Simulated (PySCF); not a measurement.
Cd: excitation energy

Cd [Kr] 4d10 5s2 (1S) → Cd [Kr] 4d9 5s2 6s1 (3D), as a difference of total energies. Computed with PySCF 2.14 in aug-cc-pVDZ-PP with ECP28MDF, with a scalar-relativistic core potential. Correlated levels: valence: 4s2 4p6 frozen. The calculations carry no spin-orbit coupling.

| method | excitation energy (eV) |
| --- | --- |
| UHF | 14.044 |
| MP2 (valence) | 15.644 |
| SCS-MP2 (valence) | 15.473 |
| CCSD (valence) | 15.359 |
| CCSD(T) (valence) | 15.415 |

Q: How much does correlation contribute at CCSD(T) (valence)?

A: 15.415 − (14.044) = 1.371 eV, measured against UHF.

The upper state lies above the first ionisation limit, where it may autoionise and the basis confines it. A Rydberg-like electron needs more diffuse functions than a valence basis has.

The promoted electron is Rydberg-like, and one or two diffuse shells describe it only roughly, which tends to raise the upper state.
